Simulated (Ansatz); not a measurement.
`C[Si](C)(C)[Sn]([Cl])([Cl])[Cl]` + `OCC(F)(F)F` → `FC(F)(F)C[O][Sn]([Cl])([Cl])[Cl]` + `C[SiH](C)C`  (cleavage of the Sn–Si bond)

Program: Ansatz. Geometries: PBE0-D4/def2-TZVP. ΔE: electronic, gas phase. CCSD(T)/CBS is the MP2 limit (def2-TZVPP, def2-QZVPP) plus CCSD(T) − MP2 in def2-TZVPP, frozen cores. DFT in def2-TZVPP. B3LYP here is the variant with VWN-RPA as its local correlation; programs differ in this. HSE06 is defined as in plane-wave codes. Elements past krypton have def2 core potentials. For Sn outer-core shells are correlated without core-valence functions, which leaves a few kJ/mol of doubt a bond. Each species was taken in one conformer, which may not be the lowest.

| level | ΔE (kJ/mol) | difference from CCSD(T)/CBS |
| --- | --- | --- |
| LDA (SPW92) | 77.7 | 21.9 |
| revPBE-D4 | 71.4 | 15.6 |
| BLYP-D4 | 65.8 | 10.0 |
| r2SCAN-D4 | 62.6 | 6.8 |
| B97M-V | 49.5 | -6.3 |
| PBE0-D4 | 74.8 | 19.0 |
| B3LYP-D4 | 66.4 | 10.6 |
| r2SCAN0-D4 | 66.1 | 10.3 |
| HSE06-D4 | 75.2 | 19.4 |
| BHLYP-D4 | 63.4 | 7.6 |
| CAM-B3LYP-D4 | 57.7 | 1.9 |
| ωB97X-V | 55.6 | -0.2 |
| ωB97M-V | 60.7 | 4.9 |
| B2PLYP | 54.5 | -1.3 |
| PBE-QIDH | 62.7 | 6.9 |
| PBE | 70.7 | 14.9 |
| revPBE | 68.4 | 12.6 |
| BLYP | 57.5 | 1.7 |
| r2SCAN | 60.8 | 5.0 |
| PBE0 | 69.6 | 13.8 |
| B3LYP | 58.1 | 2.3 |
| r2SCANh | 62.2 | 6.4 |
| r2SCAN0 | 63.8 | 8.0 |
| BHLYP | 52.7 | -3.1 |
| CAM-B3LYP | 51.6 | -4.2 |
| LC-ωPBE | 56.1 | 0.3 |
| HF/def2-SVP | 54.5 | -1.3 |
| MP2/def2-SVP | 44.1 | -11.7 |
| CCSD/def2-SVP | 45.5 | -10.3 |
| CCSD(T)/def2-SVP | 45.5 | -10.3 |
| HF/def2-TZVPP | 39.1 | -16.7 |
| MP2/def2-TZVPP | 58.8 | 3.0 |
| SCS-MP2/def2-TZVPP | 50.5 | -5.3 |
| CCSD/def2-TZVPP | 51.8 | -4.0 |
| CCSD(T)/def2-TZVPP | 52.1 | -3.7 |
| HF/def2-QZVPP | 35.6 | -20.2 |
| MP2/def2-QZVPP | 59.7 | 3.9 |
| SCS-MP2/def2-QZVPP | 51.2 | -4.6 |
| MP2/CBS(def2) | 62.5 | 6.7 |
| CCSD/CBS(def2) | 55.5 | -0.3 |
| CCSD(T)/CBS | 55.8 | 0 |

Largest T1 diagnostic among the species: 0.012.

From BLYP to BHLYP (50 % exact exchange), in def2-TZVPP and without D4, ΔE moves by −4.7 kJ/mol. Leaving LDA and LC-ωPBE aside and taking each functional with its dispersion term where it has one, the values, not all of them listed here, spread over 26.3 kJ/mol, from B97M-V to PBE-D4. LDA lies +7.1 kJ/mol from PBE without D4. At CCSD(T), def2-SVP lies −10.3 kJ/mol from the extrapolated value and def2-TZVPP −3.7 kJ/mol.

CCSD(T)/CBS has its own doubt, a few kJ/mol and more with outer-core shells, so smaller differences from it don't rank the levels.
